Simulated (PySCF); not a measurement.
# Atomic charges by several schemes

C5H7FO3Si.
Geometry (GFN2-xTB, Å), atoms numbered from 1 in this order:
```xyz
17
C5H7FO3Si angstrom
C     -3.2262    0.2958   -1.0258
O     -2.1328   -0.0541   -0.2208
Si    -0.7224   -0.7441   -0.5655
C      0.3998   -0.7668    0.9821
C      1.3874    0.1179    0.2537
C      2.6697    0.5801    0.7844
O      3.4799    1.2569    0.2014
O      2.8702    0.1558    2.0484
C      0.7987    0.3518   -0.9326
F      1.2683    1.0951   -1.9395
H     -3.5170   -0.5366   -1.6685
H     -2.9790    1.1568   -1.6485
H     -4.0539    0.5528   -0.3651
H     -0.8219   -1.9120   -1.4329
H      0.8344   -1.7201    1.2691
H      0.0118   -0.2980    1.8826
H      3.7260    0.4806    2.3677
```

Density: PBE0/pcSseg-1 (PySCF); schemes: Mulliken, IAO, Hirshfeld and ESP-fitted. One conformer (not necessarily the lowest) at the GFN2-xTB geometry, without solvent, vibrations or thermal averaging.

**Question.** For which atoms does the sign change between the 4 schemes (beyond +0.03 e in one, beyond −0.03 e in another)?

**Answer.** C5 and C9. Atomic charges aren't observables, and each scheme defines them in its own way.

**Question.** Do the Mulliken, IAO, Hirshfeld and ESP-fitted schemes agree on where the charge is highest?

**Answer.** All schemes agree: Mulliken Si3 (+0.964); IAO Si3 (+1.121); Hirshfeld Si3 (+0.432); ESP-fitted Si3 (+0.792).

**Question.** Which atoms carry the lowest charge in the Mulliken, IAO, Hirshfeld and ESP-fitted schemes?

**Answer.** The schemes don't all agree: Mulliken O2 (-0.622); IAO O2 (-0.621); Hirshfeld O7 (-0.277); ESP-fitted C4 (-0.794).

**Question.** Give the atomic charges in each scheme.

**Answer.** In e:

```tsv
atom	environment	Mulliken	IAO	Hirshfeld	ESP-fitted
C1	methoxy carbon	-0.003	-0.198	-0.025	-0.198
O2	silyl ether oxygen	-0.622	-0.621	-0.217	-0.352
Si3	oxygen-bound silicon	+0.964	+1.121	+0.432	+0.792
C4	sp3 carbon bound to silicon	-0.390	-0.544	-0.169	-0.794
C5	fully substituted alkene carbon	-0.356	-0.093	-0.034	+0.081
C6	carboxylic acid carbon	+0.526	+0.515	+0.198	+0.666
O7	acid carbonyl oxygen	-0.393	-0.458	-0.277	-0.530
O8	acid hydroxyl oxygen	-0.368	-0.485	-0.172	-0.560
C9	vinylic C–F carbon	+0.096	+0.025	0.000	-0.086
F10	vinyl fluorine	-0.241	-0.239	-0.079	-0.120
H11	methyl hydrogen	+0.100	+0.133	+0.046	+0.108
H12	methyl hydrogen	+0.113	+0.142	+0.049	+0.123
H13	methyl hydrogen	+0.126	+0.161	+0.055	+0.130
H14	Si–H hydrogen	-0.097	-0.144	-0.069	-0.131
H15	methylene hydrogen	+0.146	+0.151	+0.036	+0.224
H16	methylene hydrogen	+0.156	+0.160	+0.042	+0.230
H17	acid proton	+0.243	+0.373	+0.186	+0.417
```

Mean size of the charges over all atoms: IAO 0.327 e, ESP-fitted 0.326 e, Mulliken 0.291 e, Hirshfeld 0.123 e. Each set sums to the total charge, 0, to within 0.001 e. The IAO scheme projects the occupied orbitals on a minimal set of polarised atomic orbitals and counts the electrons in each atom's part of it. The Hirshfeld scheme divides the density at each point in proportion to the densities of the neutral, spherically averaged free atoms.

**Question.** How closely do the schemes follow one another over all atoms?

**Answer.** Correlation coefficient and root-mean-square difference: IAO with Hirshfeld 0.98, 0.262 e; Mulliken with IAO 0.97, 0.109 e; Mulliken with Hirshfeld 0.95, 0.222 e; IAO with ESP-fitted 0.94, 0.143 e; Hirshfeld with ESP-fitted 0.93, 0.262 e; Mulliken with ESP-fitted 0.88, 0.197 e.

**Question.** Sum the charges by element, for elements with more than one atom.

**Answer.** 
```
element  atoms  Mulliken     IAO  Hirshfeld  ESP-fitted
      C      5    -0.127  -0.295     -0.031      -0.331
      O      3    -1.383  -1.563     -0.666      -1.443
      H      7    +0.787  +0.976     +0.345      +1.101
```

**Question.** How many electrons does the Hirshfeld scheme count on C4?

**Answer.** Z − q = 6 − (-0.169) = 6.169.

These values come from a run that also computed NMR shieldings. Time: 68 s wall; peak memory 0.94 GiB. Hardware: Arm Neoverse N1, one thread (shared host).
